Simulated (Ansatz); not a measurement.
H4BSi, SMILES `[BH-][SiH3]` (excited singlet) (charge -1, multiplicity 1). This singlet is an excited state, 0.26 eV above the relaxed triplet at the level frozen-core CCSD(T)/aug-cc-pVTZ // PBE0-D3(BJ)/def2-TZVPD (Ansatz, a first-principles code).

Cartesian coordinates (Å):
```xyz
6

B      1.4551     0.5723    -0.4143
Si    -0.4320     0.0491     0.0831
H      2.2371    -0.2542     0.0537
H     -0.9452    -0.8182     1.2451
H     -1.4161     1.1910     0.1552
H     -0.8989    -0.7399    -1.1228
```
Charge -1, spin multiplicity 1.

The restricted HF start is unstable towards unrestricted orbitals.

**Question.** Give the natural occupations of the active orbitals, the CASSCF energy and the corrected energy for frozen-core fic-MRCISD+Q@CASSCF(2e,2o)/aug-cc-pVTZ // PBE0-D3(BJ)/def2-TZVPD in Ansatz.

**Answer.** 
* **natural occupations**: 1.90, 0.10
* **CASSCF energy**: -315.8626 Ha
* **corrected energy**: -316.1457 Ha
* **weight of the reference**: 0.886
